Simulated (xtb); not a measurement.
CH₆AlN, SMILES [CH3][AlH][NH2]. All values are semi-empirical tight-binding results from xtb (GFN2-xTB unless named), good for trends rather than for accurate numbers. Coordinates come from a GFN2-xTB optimisation. Other conformers were not sampled.

Optimised geometry:

Bond lengths (Å): Al1–H2 1.541, Al1–C3 1.990, Al1–N7 1.777, C3–H4 1.095, C3–H5 1.095, C3–H6 1.095, N7–H8 1.014, N7–H9 1.014. Bond angles (°): H2–Al1–C3 119.5, H2–Al1–N7 114.2, C3–Al1–N7 126.3, Al1–C3–H4 112.3, Al1–C3–H5 112.3, Al1–C3–H6 112.1, H4–C3–H5 106.0, H4–C3–H6 106.8, H5–C3–H6 106.8, Al1–N7–H8 128.2, Al1–N7–H9 124.1, H8–N7–H9 107.7.

For metal compounds this method's bond lengths and energies can be far off.

```yaml
point_group_as_xtb_finds_it: Cs
orbital_gap: 4.84 eV
zero_point_energy: 39.7 kcal/mol
G − E(el) at 298.15 K (modified RRHO): 21.7 kcal/mol
```

Computed atomic charges and the Wiberg bond orders between heavy atoms:
charges (e) Al1 0.29, H2 -0.16, C3 -0.21, H4 0.05, H5 0.05, H6 0.05, N7 -0.42, H8 0.17, H9 0.17. Bond orders Al1–C3 1.05, Al1–N7 1.32.
